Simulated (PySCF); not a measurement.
Which functional comes closest?

Molecule: SMILES C=CB(C=C)C=C, C6H9B.

Geometry:
| atom | x (Å) | y (Å) | z (Å) |
| --- | --- | --- | --- |
| C1 | -2.485 | 0.311 | 0.082 |
| C2 | -1.371 | 0.763 | -0.520 |
| B3 | 0.076 | 0.320 | -0.139 |
| C4 | 1.240 | 1.335 | -0.379 |
| C5 | 2.528 | 1.091 | -0.085 |
| C6 | 0.362 | -1.090 | 0.463 |
| C7 | -0.346 | -2.191 | 0.158 |
| H8 | -2.438 | -0.451 | 0.867 |
| H9 | -3.481 | 0.699 | -0.160 |
| H10 | -1.498 | 1.563 | -1.264 |
| H11 | 1.006 | 2.316 | -0.817 |
| H12 | 3.324 | 1.823 | -0.264 |
| H13 | 2.845 | 0.137 | 0.351 |
| H14 | 1.233 | -1.234 | 1.117 |
| H15 | -1.206 | -2.147 | -0.518 |
| H16 | -0.082 | -3.183 | 0.543 |

Geometry PBE0-D3(BJ)/def2-SVP throughout; GIAO in PySCF 2.14.0 with density-fitted response routines, gas phase, one conformer, non-relativistic; equivalent atoms averaged; basis pcSseg-1.

Reference values (measured; Macháček, Bühl, Fanfrlík, Hnyk, 11B NMR of BX3 and BX4-, J. Phys. Chem. A (author manuscript)): δ(B3) = 56.4 ppm vs BF3.OEt2. Computed shifts are taken against BF3·OEt2, calculated as an isolated molecule at each level.

Problem. How do the functionals HF, LDA, BP86, OPBE, B3LYP, PBE0, mPW1PW91, B97-2, CAM-B3LYP perform against the reference? Times are CPU seconds on shared hosts with different chips, so compare them loosely.

Solution. 
```
functional                    kind    B3  abs. error B  core-s
        HF            Hartree–Fock  56.2           0.2     5.1
       LDA                     LDA  54.8           1.6      32
      BP86                     GGA  51.1           5.3      24
      OPBE                     GGA  47.7           8.7      24
     B3LYP           global hybrid  54.3           2.1      16
      PBE0           global hybrid  53.7           2.7      13
  mPW1PW91           global hybrid  53.6           2.8      31
     B97-2           global hybrid  51.6           4.8      15
 CAM-B3LYP  range-separated hybrid  57.0           0.6      22
```

For ¹¹B the closest is HF (0.2 ppm) and the furthest OPBE (8.7 ppm). One molecule is a small sample, and vibrational and solvent effects are absent from the calculation.
